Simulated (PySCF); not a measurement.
Stepwise substitution at one centre (B Br-NH2). All species are isolated molecules in the gas phase. Strings in code marks are SMILES.

Level of theory: PBE-D3(BJ)/def2-TZVP // B3LYP-D3(BJ)/def2-TZVP (PySCF). Excitations are Tamm–Dancoff values on a coarser integration grid. The basis has no diffuse functions, so Rydberg states are missing or too high.

```csv
species,S1 excitation (TDA) (eV),LUMO (eV),HOMO–LUMO gap (eV)
0 of 3 Br replaced by NH2,…,-2.96,4.07
1 of 3 Br replaced by NH2 (`BrB(N)Br`),5.73,-1.15,5.67
2 of 3 Br replaced by NH2,5.97,-0.13,…
3 of 3 Br replaced by NH2 (`NB(N)N`),5.24,–,5.17
```

Task: What belongs in the gaps?

Result: 
- 0 of 3 Br replaced by NH2, S1 excitation (TDA) (eV): 4.15
- 2 of 3 Br replaced by NH2, HOMO–LUMO gap (eV): 5.88
